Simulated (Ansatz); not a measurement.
A CCSD(T) single point on CH$_{3}$ClFSTa, SMILES `[CH3][Ta]([F])(=[S])[Cl]`.

```yaml
crystal:
  periodic: [false, false, false]
  atoms:
    - {symbol: C, position_ang: [-0.667564, 0.740868, 0.512814]}
    - {symbol: Ta, position_ang: [0.533844, -0.670607, -0.526328]}
    - {symbol: F, position_ang: [-0.543151, -1.397495, -1.857750]}
    - {symbol: S, position_ang: [1.001491, -2.143578, 0.964108]}
    - {symbol: Cl, position_ang: [2.408176, 0.425078, -1.238188]}
    - {symbol: H, position_ang: [-0.962753, 1.540615, -0.177779]}
    - {symbol: H, position_ang: [-0.110649, 1.178061, 1.347291]}
    - {symbol: H, position_ang: [-1.567193, 0.269860, 0.920033]}
basis:
  gaussian: {orbitals: def2-SVP}
correlation: {method: ccsd_t}
```

```sh
$ ansatz run in.yaml --threads 4 --pin off --events-out ev --progress --plain --max-ram 10444MiB
```

Output of Ansatz, abridged:

```
Functional definition: HF
1062 factors; integrals over basis functions are off by at most 1.1e-3 eV
mean field evaluation 1: about -28627.7388 eV, gradient 4.8e1 eV
mean field evaluation 2: about -28627.8577 eV, gradient 4.8e1 eV
mean field evaluation 4: about -28633.7126 eV, gradient 6.2e0 eV
mean field evaluation 8: about -28633.8565 eV, gradient 6.2e-1 eV
mean field evaluation 16: about -28633.8593 eV, gradient 2.7e-6 eV
mean field -28633.85930291 eV, -1052.2749206551 hartree, gradient 2.7e-6 eV, S^2 0.000000; 0 other end points of the search recorded, 0 dependent functions left out
12 core orbitals not correlated: weight in the atoms' cores, before any rotation towards them, 1.000 or more for the frozen orbitals, at most 0.000 for the correlated occupied ones
reference -28633.85930291 eV, -1052.2749206551 hartree; 20, 20 occupied and 79, 79 virtual orbitals, 1062 factors
second order -24.24757081 eV of doubles, -0.00000000 eV of singles
cycle   1  -23.51842949 eV  change    7.3e-1 eV  update   2.1e-1
cycle   2  -24.35044167 eV  change   -8.3e-1 eV  update   1.1e-1
cycle   3  -24.58137979 eV  change   -2.3e-1 eV  update   3.5e-2
cycle   4  -24.58146375 eV  change   -8.4e-5 eV  update   1.2e-2
cycle   5  -24.57210962 eV  change    9.4e-3 eV  update   4.5e-3
cycle   6  -24.57231755 eV  change   -2.1e-4 eV  update   2.0e-3
cycle   7  -24.57242983 eV  change   -1.1e-4 eV  update   9.6e-4
cycle   8  -24.57230896 eV  change    1.2e-4 eV  update   3.8e-4
cycle   9  -24.57250284 eV  change   -1.9e-4 eV  update   1.6e-4
cycle  10  -24.57259469 eV  change   -9.2e-5 eV  update   6.4e-5
cycle  11  -24.57250214 eV  change    9.3e-5 eV  update   2.9e-5
cycle  12  -24.57248850 eV  change    1.4e-5 eV  update   1.5e-5
perturbative correction -0.98920243 eV, -0.0363525187 hartree
Total energy: -28659.42099384 eV, -1053.2142954703 hartree
```

It took 5.5 s on 4 threads of an AMD EPYC 9R45 on a shared host, with 0.61 GiB of host memory at the peak.

Correlation energy per correlated electron: -0.639 eV. T1 diagnostic: 0.0200.
